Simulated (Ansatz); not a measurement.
C2H5BrSi can be A, `Br[SiH]1CC1`, or B, `BrC1C[SiH2]1`.

Computed with Ansatz on PBE0-D4/def2-TZVP structures; ΔE is electronic, products minus reactants. CCSD(T)/CBS is the MP2 limit (def2-TZVPP, def2-QZVPP) plus CCSD(T) − MP2 in def2-TZVPP, frozen cores. DFT in def2-TZVPP. B3LYP here is the variant with VWN-RPA as its local correlation; programs differ in this. For Br outer-core shells are correlated without core-valence functions, which leaves a few kJ/mol of doubt a bond. Scalar relativity is left out up to krypton.

A:

Z-matrix (Å, degrees):
```
Si
C 1 1.831
C 1 1.831 2 50.4
Br 1 2.207 2 119.6 3 -105.5
H 1 1.474 2 122.0 3 107.1
H 2 1.086 1 119.8 3 -107.2
H 2 1.085 1 119.3 3 106.5
H 3 1.085 1 119.3 2 -106.5
H 3 1.086 1 119.8 2 107.3
```

B:

```xyz
9

Br    2.315   -0.215    0.937
C     0.760   -0.437   -0.168
C    -0.594   -0.564    0.534
Si   -0.412    0.950   -0.520
H     0.964   -1.178   -0.933
H    -1.207   -1.409    0.238
H    -0.581   -0.409    1.609
H    -1.056    1.018   -1.849
H    -0.188    2.244    0.152
```

(1) Which isomer does CCSD(T)/CBS put lower? Give the gap. (Best estimate.)

(2) Give E(B) − E(A) in kJ/mol with r2SCAN-D4, PBE-D4, B3LYP-D4, MP2/def2-TZVPP, CCSD/def2-TZVPP, CCSD(T)/def2-TZVPP, B2PLYP. (Best estimate.)

Largest T1 diagnostic: 0.010.

Results:

(1) Ansatz gave: A, by 148.7 kJ/mol.

(2) The calculation gave: r2SCAN-D4 151.7, PBE-D4 143.1, B3LYP-D4 144.7, MP2/def2-TZVPP 147.8, CCSD/def2-TZVPP 146.7, CCSD(T)/def2-TZVPP 144.4, B2PLYP 146.9. None reverses the order clearly.

In def2-TZVPP, CCSD(T) changes the Hartree–Fock value by −11.9 kJ/mol (the triples alone add −2.2 kJ/mol) and MP2 by −8.5 kJ/mol. From PBE to PBE0 (25 % exact exchange), in def2-TZVPP and without D4, E(B) − E(A) moves by +6.1 kJ/mol.
